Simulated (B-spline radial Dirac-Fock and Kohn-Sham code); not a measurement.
## f′ and f″ of Ni, 15 keV to 53.92 keV

Model: the dispersion relation over Dirac-Hartree-Slater subshell photoionisation cross sections, with the Kissel-Pratt high-energy constant (isolated atom, no bound-bound lines or fine structure). Program: an atomic code on a B-spline grid. The forward scattering factor is f₀ + f′ + i f″.

The run's input, task.json:

```json
{"items": [{
  "Z": 28,
  "q": 0,
  "cfg": [[1, 0, 2], [2, 0, 2], [2, 1, 6], [3, 0, 2], [3, 1, 6], [3, 2, 8], [4, 0, 2]],
  "A": 58,
  "rrms": 3.7757,
  "do": "dispersion",
  "hv": [576.9, 647.8, 652.4, 711.3, 896.7, 1000.0, 1253.6, 1274.0, 1463.0, 1486.9, 1542.0, 2000.0, 2306.0, 2662.0, 2797.0, 2984.4, 3151.0, 3570.0, 3660.0, 4000.0, 4510.9, 5414.7, 5548.0, 6000.0, 6003.0, 6220.0, 6403.9, 6930.3, 8047.8, 9251.7, 12000.0, 14150.0, 15000.0, 17479.3, 19020.0, 20280.0, 22162.9, 24209.8, 30000.0, 31330.0, 36490.0, 40000.0, 48940.0, 53920.0],
  "edges": {"K": 8333.0, "L1": 1008.6, "L2": 870.0, "L3": 852.7, "M1": 110.8, "M2": 68.0, "M3": 66.2}
}]}
```

Launch: `python xray2_run.py task.json out`

No edge lies in or near this range.

```
hν (eV)   λ (Å)  f′ (e)  f″ (e)  tabulated f′  tabulated f″
  15000  0.8266   0.300   1.472          0.30          1.45
17479.3  0.7093   0.346   1.125          0.34          1.11
  19020  0.6519   0.347   0.967          0.34          0.95
  20280  0.6114   0.340   0.861          0.34          0.85
22162.9  0.5594   0.323   0.732          0.32          0.72
24209.8  0.5121   0.301   0.621          0.30          0.61
  30000  0.4133   0.236   0.415          0.23          0.41
  31330  0.3957   0.222   0.382          0.22          0.38
  36490  0.3398   0.175   0.285          0.17          0.28
  40000  0.3100   0.149   0.238          0.15          0.23
  48940  0.2533   0.097   0.160          0.09          0.16
  53920  0.2299       ?       ?             ?             ?
```

**Question.** What are f′ and f″ at 53920 eV?

**Answer.** f′ = 0.075 and f″ = 0.132 electrons (tables: 0.07 and 0.13). By the optical theorem f″ corresponds to a photoabsorption cross section 2 rₑ λ f″ = 171 b.

Tabulated f′: xraylib 4.2 anomalous scattering factors (Cullen et al., EPDL97); f″: Chantler's tables (J. Phys. Chem. Ref. Data 1995 and 2000). Both are theoretical tables.

Values without a named source are computed, but for edge energies of neutral atoms, which are taken from tables.
